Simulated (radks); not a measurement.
The numbers below are computed, except where a source is named.
Problem. Orbital eigenvalues (eV) of neutral selenium, [Ar] 3d10 4s2 4p4, of relativity; Dirac values are averaged over j with weights 2j + 1. Spin-unpolarised spherical Kohn-Sham, PBE, point nucleus unless stated (finite: rms radius 4.14 fm), a radial shooting solver on a logarithmic mesh with Libxc functionals. A level marked "c x" has the speed of light scaled by that factor and shares open shells by 2j + 1; other Dirac levels either fill j = l - 1/2 first or share by 2j + 1.

shell  non-rel.
1s       -12301
2s      -1561.9
2p      -1402.5
3s      -206.18
3p      -151.38
3d      -54.468
4s      -16.720
4p      -6.5477

Give the values at the level "Dirac, low j first".

Solution. 
shell  Dirac, low j first  change of magnitude (%)
1s                 -12501                    +1.62
2s                -1606.4                    +2.85
2p                -1413.2                    +0.76
3s                -213.33                    +3.47
3p                -152.88                    +0.99
3d                -53.007                    -2.68
4s                -17.226                    +3.02
4p                -6.4710                    -1.17
